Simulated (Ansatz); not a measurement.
C10H19GeN⁺, that is Ge(vinyl)3(NHtBu) with one electron fewer. Total charge 1; doublet. Geometry PBE-D4/def2-SVP, that of the neutral singlet.

```xyz
31

Ge   -0.2589    1.0282   -0.6329
C     0.2906    2.8363   -0.1229
C     1.1546    3.5984   -0.8195
H    -0.1755    3.2535    0.7909
H     1.6403    3.2329   -1.7420
H     1.4212    4.6213   -0.4996
C     0.8712    0.3828   -2.1071
C     2.2182    0.4208   -2.0923
H     0.3618   -0.0282   -2.9992
H     2.7813    0.8186   -1.2292
H     2.8273    0.0508   -2.9359
C    -2.1289    1.0273   -1.2102
C    -3.1346    0.6950   -0.3799
H    -2.3597    1.3523   -2.2423
H    -2.9251    0.3789    0.6577
H    -4.1936    0.7239   -0.6914
N    -0.1663    0.0792    0.9665
C     0.0412   -1.3713    1.1250
C     1.5439   -1.7284    1.0950
C    -0.5566   -1.7821    2.4861
C    -0.6868   -2.1261    0.0016
H     0.3738    0.6000    1.6668
H     1.7122   -2.8141    1.2546
H     1.9915   -1.4482    0.1208
H     2.0897   -1.1829    1.8937
H    -0.0671   -1.2256    3.3128
H    -0.4182   -2.8657    2.6810
H    -1.6402   -1.5510    2.5168
H    -0.2590   -1.8804   -0.9923
H    -1.7653   -1.8761   -0.0161
H    -0.5828   -3.2201    0.1436
```

**Question.** Estimate the α-spin orbital energies around the gap (eV) in Ansatz with PBE-D4/def2-SVP, revPBE-D4/def2-SVP, PBE0-D4/def2-SVP.

**Answer.** 
```csv
orbital,PBE-D4/def2-SVP,revPBE-D4/def2-SVP,PBE0-D4/def2-SVP
HOMO−5,-11.72,-11.69,-13.41
HOMO−4,-11.26,-11.23,-12.55
HOMO−3,-11.06,-11.02,-12.37
HOMO−2,-10.84,-10.79,-11.94
HOMO−1,-10.57,-10.51,-11.60
HOMO,-10.26,-10.20,-11.26
LUMO,-5.71,-5.62,-4.70
LUMO+1,-5.25,-5.16,-4.12
LUMO+2,-4.67,-4.58,-3.51
LUMO+3,-3.58,-3.46,-2.79
LUMO+4,-2.77,-2.67,-1.85
LUMO+5,-2.70,-2.59,-1.82
β HOMO,-10.22,-10.16,-11.25
β LUMO,-10.10,-10.04,-9.42
```
